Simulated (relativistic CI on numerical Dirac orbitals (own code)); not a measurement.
**Energy levels of Sr¹⁰⁺**

Calculated at this level of theory: Dirac-Coulomb-Breit CI, separate exchange-only KLI orbitals for each configuration, QED by a radiative potential, unscaled Slater integrals (own radial code, finite nucleus).

CI space (outside the closed core [Ne]): 3s2 3p6 3d10, 3s2 3p6 3d9 4s, 3s2 3p6 3d9 4p, 3s2 3p6 3d8 4s2, 3s2 3p6 3d9 4d, 3s2 3p6 3d8 4s 4p, 3s2 3p6 3d9 5s, 3s2 3p6 3d9 4f, 3s2 3p6 3d8 4p2, 3s2 3p6 3d9 5p, 3s2 3p6 3d8 4s 4d, 3s2 3p6 3d9 5d, 3s2 3p6 3d8 4p 4d, 3s2 3p5 3d10 4s, 3s2 3p6 3d9 5f, 3s2 3p6 3d9 6s, 3s2 3p6 3d9 5g, 3s2 3p6 3d9 6p, 3s2 3p6 3d9 6d, 3s2 3p5 3d10 4p, 3s2 3p6 3d8 4d2, 3s2 3p5 3d9 4s2, 3s2 3p5 3d9 4s 4p, 3s2 3p5 3d10 4d, 3s2 3p5 3d9 4p2, 3s2 3p5 3d9 4s 4d, 3s 3p6 3d10 4s, 3s 3p6 3d9 4s2, 3s2 3p5 3d9 4p 4d, 3s2 3p5 3d10 5s, 3s2 3p5 3d10 4f, 3s 3p6 3d10 4p, 3s2 3p5 3d10 5p, 3s 3p6 3d9 4s 4p, 3s2 3p5 3d10 5d, 3s2 3p5 3d10 5f. Levels of other configurations are missing.

```
No.   Configuration  Term  J  E (cm⁻¹)    %  Lifetime (s)
  1    3s2 3p6 3d10    1S  0         0  100              
  2  3s2 3p6 3d9 4s    3D  3    982783  100              
  3  3s2 3p6 3d9 4s    3D  2    986581   68      8.88e-07
  4  3s2 3p6 3d9 4s    3D  1    997290  100      2.97e-02
  5  3s2 3p6 3d9 4s    1D  2   1001725   68      4.11e-07
  6  3s2 3p6 3d9 4p   3P°  2   1158948   88      2.06e-10
  7  3s2 3p6 3d9 4p   3F°  3   1166138   59      1.89e-10
  8  3s2 3p6 3d9 4p   3P°  1   1174652   91      1.62e-10
  9  3s2 3p6 3d9 4p   3F°  2   1177292   91      1.84e-10
 10  3s2 3p6 3d9 4p   3F°  4   1178819  100      1.46e-10
 11  3s2 3p6 3d9 4p   3P°  0   1184367  100      1.69e-10
 12  3s2 3p6 3d9 4p   1D°  2   1188808   66      1.40e-10
 13  3s2 3p6 3d9 4p   3D°  3   1190922   63      1.31e-10
 14  3s2 3p6 3d9 4p   1P°  1   1192893   79      6.29e-12
 15  3s2 3p6 3d9 4p   3F°  3   1197711   40      1.41e-10
 16  3s2 3p6 3d9 4p   3D°  1   1202162   71      2.17e-11
 17  3s2 3p6 3d9 4p   3D°  2   1205031   59      1.28e-10
 18  3s2 3p6 3d9 4d    3S  1   1453244   91      3.51e-11
 19  3s2 3p6 3d9 4d    3G  4   1469671   62      2.97e-11
 20  3s2 3p6 3d9 4d    3G  5   1470155  100      3.25e-11
 21  3s2 3p6 3d9 4d    3P  2   1470348   71      2.98e-11
 22  3s2 3p6 3d9 4d    1P  1   1470528   52      3.36e-11
 23  3s2 3p6 3d9 4d    3D  3   1474801   77      3.05e-11
 24  3s2 3p6 3d9 4d    3G  3   1477371   49      3.05e-11
 25  3s2 3p6 3d9 4d    3P  0   1477567  100      3.00e-11
 26  3s2 3p6 3d9 4d    3D  2   1479111   41      3.11e-11
 27  3s2 3p6 3d9 4d    3F  4   1480074   61      3.17e-11
 28  3s2 3p6 3d9 4d    3P  1   1480668   49      3.30e-11
 29  3s2 3p6 3d9 4d    3G  3   1485470   45      2.93e-11
 30  3s2 3p6 3d9 4d    3D  1   1486404   78      3.09e-11
 31  3s2 3p6 3d9 4d    3F  4   1488745   38      3.20e-11
 32  3s2 3p6 3d9 4d    3F  2   1492337   33      3.16e-11
 33  3s2 3p6 3d9 4d    3F  2   1494842   52      2.86e-11
 34  3s2 3p6 3d9 4d    3F  3   1495340   53      3.13e-11
 35  3s2 3p6 3d9 4d    1S  0   1592101   94      1.19e-11
 36  3s2 3p6 3d9 5s    3D  3   1726074  100      1.36e-11
 37  3s2 3p6 3d9 5s    1D  2   1727641   50      1.36e-11
 38  3s2 3p6 3d9 4f   3P°  0   1735498  100      3.04e-11
 39  3s2 3p6 3d9 4f   3P°  1   1737071   93      2.59e-11
 40  3s2 3p6 3d9 4f   3P°  2   1739811   72      3.09e-11
 41  3s2 3p6 3d9 5s    3D  1   1740637  100      1.36e-11
 42  3s2 3p6 3d9 5s    3D  2   1741914   50      1.37e-11
 43  3s2 3p6 3d9 4f   3H°  6   1742522  100      3.07e-11
 44  3s2 3p6 3d9 4f   3H°  5   1743683   56      3.02e-11
 45  3s2 3p6 3d9 4f   1D°  2   1746467   40      3.05e-11
```

Energies count from the lowest computed level; ° marks odd parity; lifetimes are radiative, by E1, M1, E2, M2 decay to levels of this space only; some are left blank where a channel outside the calculation adds to the decay or the decay crosses a small, uncertain gap.

The mean weight of the leading LS term, summed over parents, in these 45 levels is 72 %, and that of the leading jj configuration (from the same eigenvectors) 81 %.

At this charge energies of transitions that change n are usually good to better than 1 %, and those within a shell (Δn = 0) to a few per cent.

LS names give the leading component of a level, which can be under half, so a name can repeat, a term be missing and a line seem to break the LS rules.
